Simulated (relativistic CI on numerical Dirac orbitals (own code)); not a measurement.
## Cr4+ in a cubic cluster: 1s photoemission with charge transfer

Computed with a charge-transfer multiplet model of a cubic metal-ligand cluster with up to 2 ligand holes, Slater and spin-orbit integrals from Dirac-Coulomb-Breit ions, Slater integrals scaled by 0.9. The ground state mixes d2 with configurations of k ligand holes L, whose averages lie at kΔ + k(k − 1)U_dd/2; a core hole lowers each added d electron by U_cd. 300 K, Lorentzian 1.1 eV and Gaussian 0.6 eV FWHM.

Atomic integrals in eV (Slater integrals scaled, ζ unscaled), ground: F2dd 10.549, F4dd 6.644, zeta_d 0.039; with the core hole: F2dd 12.004, F4dd 7.589, zeta_d 0.058, G2cd 0.064.

Cluster parameters (eV): Δ = 2.6, U_dd = 5.5, U_cd = 7.1, 10Dq = 0.45, 10Dq(ligand) = 0.8, final-state hopping factor = 0.9.

```csv
Case,n_d,d2,d3L,d4L2,S
"V(eg) = 1.55 eV, V(t2g) = -0.71 eV",2.55,0.50,0.45,0.05,1.00
"V(eg) = 2.15 eV, V(t2g) = -0.98 eV",2.64,0.44,0.48,0.08,1.00
"V(eg) = 2.75 eV, V(t2g) = -1.25 eV",2.72,0.39,0.50,0.11,1.00
```

Weights, n_d and S are thermal averages at 300 K. Binding energies count from the first peak over 30 % of the highest in each spectrum, which can be another peak from case to case. The parameters are a model scan and need not match a compound or its usual spin state. Peaks in eV (height, largest 100):
- V(eg) = 1.55 eV, V(t2g) = -0.71 eV: 0.0 (100), 3.0 (26), 7.5 (22), 10.8 (12)
- V(eg) = 2.15 eV, V(t2g) = -0.98 eV: 0.0 (100), 3.7 (12), 7.4 (7), 9.3 (16)
- V(eg) = 2.75 eV, V(t2g) = -1.25 eV: 0.0 (100), 4.5 (7), 11.2 (12)

For the case V(eg) = 2.15 eV, V(t2g) = -0.98 eV, Δ = 2.6 eV is smaller than U_dd = 5.5 eV, the charge-transfer side of the Zaanen-Sawatzky-Allen scheme. With the core hole the average of the configuration with one ligand hole lies at Δ − U_cd = -4.5 eV before mixing: the effective hopping of about 4.0 eV (from the holes of the mixed ground state) is comparable with this gap or larger, so the configurations mix strongly.

With at most 2 ligand holes the space is cut while the next configuration still counts, so covalency is underestimated, and a final configuration with one more ligand hole, which can lie low, is missing from the spectra.
